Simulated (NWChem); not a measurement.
# CuI cation, doublet; SMILES of the neutral closed-shell parent [Cu][I]

```xyz
2

Cu     0.0000     0.0000    -1.5616
I      0.0000     0.0000     0.8345
```
Atoms are numbered in this order, from 1.

Level: PBE-D3(BJ)/def2-SVP with def2 effective core potentials on I, spin-unrestricted (NWChem), optimised geometry, unscaled harmonic frequencies. The state is orbitally degenerate and is run as one real component. This spin state was assumed; another may lie lower. def2 effective core potentials on I; no spin-orbit coupling.

| frequency (cm⁻¹) | IR intensity (km/mol) |
|---|---|
| 248 | 6.3 |

```yaml
zero_point_energy: 0.4 kcal/mol
thermal correction to the enthalpy at 298.15 K (with zero-point energy): 2.7 kcal/mol
heat capacity Cv: 6.7 cal/(mol K)
```

Rigid rotor and harmonic oscillator.
